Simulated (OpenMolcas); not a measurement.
# W4+ in a ligand field

W4+ with 4 ligands (oxide) in tetrahedral coordination (Td) at 1.91 Å. A charge of +1 e stands 2.6 Å behind each ligand. Ligand basis ANO-RCC-VDZP.
```
W     0.0000    0.0000    0.0000
O     1.1027    1.1027    1.1027
O     1.1027   -1.1027   -1.1027
O    -1.1027    1.1027   -1.1027
O    -1.1027   -1.1027    1.1027
```

```
Program             : OpenMolcas
Method              : CASSCF
Basis               : ANO-RCC-VDZP [7s6p4d2f1g]
Scalar Hamiltonian  : DKH2, point nucleus
Active space        : 2 electrons in 5 orbitals (5d)
State averaging     : 2S+1 = 3 even, 10 roots; 2S+1 = 1 even, 15 roots
Spin-orbit coupling : state interaction with AMFI integrals over the reference wave functions
```

The lowest spin-free states (labels of Td), above the lowest:

```csv
State,Degeneracy,E (cm-1)
3A2,1,0.0
1E,2,9323
3T2,3,10525
3T1,3,15639
1A1,1,16217
2S+1 = 1,3,19828
2S+1 = 1,3,20985
3T1,3,24056
1E,2,28551
1T2,3,31936
1A1,1,44152
```

The lowest levels with spin-orbit coupling:

```csv
E (cm-1),Degeneracy,2S+1
0.0,3,3
6895,2,1 (52 %)
11330,1,3
11691,3,3
11710,3,3
13531,2,3 (63 %)
14420,1,3 (55 %)
16322,3,3
17057,2,3 (86 %)
17464,3,3
19996,1,1 (57 %)
20114,3,1 (79 %)
21754,3,1 (82 %)
25204,1,3
26114,3,3 (84 %)
26600,2,3
27436,3,3 (80 %)
30633,2,1
33830,3,1
46262,1,1
```

Electric-dipole absorption from the lowest level at this geometry, strongest bands:

```
E (cm-1)  λ (nm)         f
    6895    1450  8.03e-05
   11691     855  2.20e-05
   11710     854  1.41e-04
   13531     739  3.76e-05
   14420     694  1.17e-03
   16322     613  6.02e-03
   17057     586  3.99e-03
   17464     573  4.47e-03
   19996     500  6.99e-04
   20114     497  6.21e-04
   21754     460  9.06e-04
   25204     397  1.46e-04
   26114     383  4.85e-04
   26600     376  8.50e-04
   27436     364  9.99e-04
   30633     326  3.53e-05
```

Powder χT (cm3 K/mol): 0.455 at 2 K, 0.456 at 10 K, 0.459 at 50 K, 0.463 at 100 K, 0.471 at 200 K, 0.479 at 300 K. The effective moment at 300 K is 2.828 √(χT) = 1.96 μB.

The lowest level has 2S+1 = 3, for which the spin-only value is χT = S(S+1) / 2 = 1.000 cm3 K/mol (g = 2). The computed 0.479 at 300 K differs by -0.521, through orbital momentum, spin-orbit coupling and any other state in reach.

Metal share of the active 5d orbitals (Löwdin): 69, 69, 69, 82, 82 %; Mulliken charge of the metal 2.08.

Without dynamic correlation the repulsion within the d shell is too large (B by tens of per cent), so at a given field states of lower spin stand too high. The least metal-like active orbital is 69 % on the metal (Löwdin) and no ligand orbital is active, so the numbers are rough. The oxide ions are held by bare point charges, a crude embedding. With metal d orbitals alone the field can be off either way by tens of per cent. Ligand-to-metal charge-transfer states are missing. With no ligand orbital active B as a rule stays too high, so bands that hang on it stand too high and its fall with covalency is understated. No measured value stands beside these numbers; the geometry was imposed, not optimised, and the real ion may take another.

The RASSCF and RASSI steps took 33 s on 1 thread of Arm Neoverse V2 (shared host); the integral step is not counted.
